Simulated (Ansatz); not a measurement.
A series at Nb: from `[NH2][Nb]([NH2])([NH2])=[S]`, ligands are replaced one by one, each step taking up HCl and setting free NH₃; n counts the steps. Ansatz, PBE0-D4/def2-TZVP geometries. Each molecule was computed in one conformer, which needn't be the lowest.

| n | molecule | HOMO energy, ωB97M-V/def2-TZVPP (eV) |
| --- | --- | --- |
| 0 | `[NH2][Nb]([NH2])([NH2])=[S]` | -9.17 |
| 1 | `[NH2][Nb]([NH2])(=[S])[Cl]` | -9.75 |
| 2 | `[NH2][Nb](=[S])([Cl])[Cl]` | ? |
| 3 | `[S]=[Nb]([Cl])([Cl])[Cl]` | -10.55 |

Problem. By hand: fit a straight line y = ȳ + b (n − n̄) to the 3 given rows and predict n = 2.

Solution. n̄ = 1.333, ȳ = -9.823; Σ(n − n̄)(y − ȳ) = -2.107, Σ(n − n̄)² = 4.667, so b = -0.451 eV a step. Prediction: -9.823 + (-0.451) × (0.667) = -10.12 eV.

Problem. By hand: compare with the computed value, -10.12 eV, and give the steps along the whole series.

Solution. The line misses by 0.00 eV (computed minus predicted). Steps: -0.58, -0.37, -0.43 eV.

The steps differ by up to 0.21 eV without a steady trend. The highest orbital can change its character along such a series. The miss is 0.0 % of the series' range.
